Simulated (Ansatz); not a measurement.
Reaction (ligand exchange at a B–S bond): `OB(F)[S][SnH3]` + `[NH2][GeH3]` → `OB(F)[NH][GeH3]` + `[SH][SnH3]`

Isolated molecules relaxed with PBE0-D4/def2-TZVP in Ansatz; ΔE leaves out vibrations. CCSD(T)/CBS is the MP2 limit (def2-TZVPP, def2-QZVPP) plus CCSD(T) − MP2 in def2-TZVPP, frozen cores. DFT in def2-TZVPP. B3LYP here is the variant with VWN-RPA as its local correlation; programs differ in this. def2 core potentials past Kr. For Ge, Sn outer-core shells are correlated without core-valence functions, which leaves a few kJ/mol of doubt a bond. Scalar relativity is left out up to krypton. One conformer a species, not always the lowest.

Question: Is it downhill or uphill in electronic energy at CCSD(T)/CBS, and by how much? (An estimate is asked.)

Answer: Ansatz gave: Downhill: ΔE = -58.5 kJ/mol.

Question: What do these levels give: r2SCAN-D4, B3LYP-D4, ωB97M-V, B2PLYP, PBE, r2SCAN, B3LYP, CCSD/def2-TZVPP, CCSD(T)/def2-TZVPP, MP2/def2-QZVPP, HF/CBS(def2), MP2/CBS(def2)? (Estimate.)

Answer: The calculation gave: r2SCAN-D4 -54.6, B3LYP-D4 -60.4, ωB97M-V -61.5, B2PLYP -61.8, PBE -48.8, r2SCAN -54.8, B3LYP -63.3, CCSD/def2-TZVPP -66.5, CCSD(T)/def2-TZVPP -61.4, MP2/def2-QZVPP -56.3, HF/CBS(def2) -81.6, MP2/CBS(def2) -55.0 kJ/mol.

Largest T1 diagnostic among the species: 0.013.

In def2-TZVPP, CCSD(T) changes the Hartree–Fock value by +19.9 kJ/mol (the triples alone add +5.1 kJ/mol) and MP2 by +23.4 kJ/mol. From PBE to PBE0 (25 % exact exchange), in def2-TZVPP and without D4, ΔE moves by −6.9 kJ/mol.
